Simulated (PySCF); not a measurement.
How methods differ on the ionisation energy of Cr⁺

Cr⁺ [Ar] 3d5 (6S) → Cr²⁺ [Ar] 3d4 (5D), as a difference of total energies. Computed with PySCF 2.14 in jorge-DZP-DKH (8s6p2d1f, 43 functions), with scalar relativity by spin-free X2C-1e. Correlated levels: valence: [Ar] frozen. The calculations carry no spin-orbit coupling.

Problem. Order these methods by the ionisation energy they give, lowest first.
A. UHF
B. SCS-MP2 (valence)
C. M06-2X
D. MP2 (valence)

Solution. A (15.062 eV), B (15.305 eV), D (15.793 eV), C (16.330 eV).

The reference lies between the lowest fine-structure levels, while these numbers refer to the centres of the terms.

Errors of the correlated levels include the incompleteness of this basis and the frozen core.

For comparison: 16.486 eV (measured; NIST Atomic Spectra Database, ionization energies).
